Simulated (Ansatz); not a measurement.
Relaxation of a periodic cell of 17 atoms, TiSi16 (host Si, host structure diamond, interstitial Ti), to a largest force component of 0.03 eV/Å in at most 60 steps.

All numbers below come from DFT PBE, scalar-relativistic, plane waves, PAW in Ansatz 0.2.0. Settings: PAW set soft_1, cutoff 420 eV, k mesh 2x2x2, fermi-dirac smearing 0.05 eV, no spin polarisation.

```xyz
17
Lattice="0.0000 5.4300 5.4300 5.4300 0.0000 5.4300 5.4300 5.4300 0.0000" Properties=species:S:1:pos:R:3
Si 0.000 0.000 0.000
Si 1.357 1.357 1.357
Si 2.715 2.715 0.000
Si 4.072 4.072 1.357
Si 2.715 0.000 2.715
Si 4.072 1.357 4.072
Si 5.430 2.715 2.715
Si 6.787 4.072 4.072
Si 0.000 2.715 2.715
Si 1.357 4.072 4.072
Si 2.715 5.430 2.715
Si 4.072 6.787 4.072
Si 2.715 2.715 5.430
Si 4.072 4.072 6.787
Si 5.430 5.430 5.430
Si 6.787 6.787 6.787
Ti 10.155 6.121 7.446
```

Where does it end, and by what steps?

The forces met the threshold. Limits of this set-up: coarse k mesh. After 9 steps the energy has fallen by 3.240 eV; Ti17 moved furthest, 1.06 Å.

| step | energy less start (eV) | largest force component (eV/Å) | accepted |
| --- | --- | --- | --- |
| 0 | 0.0000 | 3.186 | yes |
| 1 | -1.2240 | 1.169 | yes |
| 2 | -1.4842 | 0.125 | yes |
| 3 | -1.5815 | 0.478 | yes |
| 4 | -1.8787 | 1.006 | yes |
| 5 | -2.2639 | 0.975 | yes |
| 6 | -2.6459 | 0.670 | yes |
| 7 | -3.0299 | 0.433 | yes |
| 8 | -3.2276 | 0.092 | yes |
| 9 | -3.2404 | 0.020 | yes |

```xyz
17
Lattice="0.0000 5.4300 5.4300 5.4300 0.0000 5.4300 5.4300 5.4300 0.0000" Properties=species:S:1:pos:R:3
Si 0.084 -0.085 -0.009
Si 1.435 1.325 1.389
Si 2.726 2.703 0.012
Si 4.104 3.994 1.389
Si 2.737 -0.050 2.764
Si 4.116 1.313 4.073
Si 5.479 2.692 2.764
Si 6.815 4.044 4.101
Si 0.085 2.723 2.800
Si 1.409 4.020 4.125
Si 2.706 5.345 2.800
Si 4.104 6.755 4.151
Si 2.722 2.707 5.437
Si 4.116 4.072 6.832
Si 5.479 5.380 5.452
Si 6.787 6.743 6.832
Ti 9.549 6.740 6.834
```

The run took 70 s on 1 thread of Arm Neoverse V1, with other jobs on the host, peak memory 0.55 GiB.
